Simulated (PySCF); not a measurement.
VOF₃: breathing scan

Method: PBE0 in PySCF with V def2-SVP, O def2-SVP, F def2-SVP; no relativity; density-fitted integrals.

Rigid scan from the singlet minimum (V–F 1.698 Å (×3), V–O 1.532 Å; F–V–F 110.5° (×3), F–V–O 108.4° (×3)). Coordinate: all bonds to the central atom scaled together. Energies in kJ/mol from the minimum.

Problem. Predict the curve at 0.88, 0.92, 0.96, 1.00, 1.04, 1.08, 1.14, 1.22, 1.35.

Solution. 
```csv
scale of all bonds to the centre,E (kJ/mol),dipole size (D)
0.88,535.1,0.65
0.92,207.9,0.55
0.96,45.5,0.44
1.00,0.0,0.32
1.04,35.1,0.20
1.08,123.9,0.07
1.14,317.2,0.11
1.22,626.2,0.34
1.35,1140.7,0.68
```

At long bonds a restricted determinant can lie too high, and another spin state can fall below this curve.

Other isomers or separated fragments may lie lower.

The scan took 14 s on 2 threads of a shared Arm Neoverse V2 host; the process peaked at 1.2 GiB.
